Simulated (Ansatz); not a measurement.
Mulliken charges of `[GaH2][O][GeH3]` from B3LYP/def2-TZVPP in Ansatz (PBE0-D4/def2-TZVP geometry).

```csv
atom,x (Å),y (Å),z (Å),charge (e)
Ga1,-1.004,1.026,-1.143,0.351
O2,-0.190,-0.472,-0.627,-0.482
Ge3,0.758,-0.848,0.819,0.308
H4,-1.738,0.916,-2.512,-0.040
H5,-0.891,2.257,-0.182,-0.058
H6,0.836,0.394,1.731,-0.026
H7,2.167,-1.266,0.363,-0.027
H8,0.061,-2.007,1.551,-0.026
```

**Question.** By hand: the dipole of these point charges (1 e Å = 4.8032 D).

**Answer.** Σ q r = (0.012, 0.235, 0.169) e Å, of length 0.290 e Å = 1.39 D.

**Question.** How does the dipole of the full density compare? (Estimate.)

**Answer.** The calculation gave: (-0.010, 0.162, 0.083) e Å, 0.88 D; the point charges give 1.58 times that, at 10° from its direction.

Point charges leave out the atoms' own dipoles, such as those of lone pairs, and Mulliken's split depends on the basis, so the two needn't agree.

B3LYP here is the variant with VWN-RPA as its local correlation; programs differ in this.
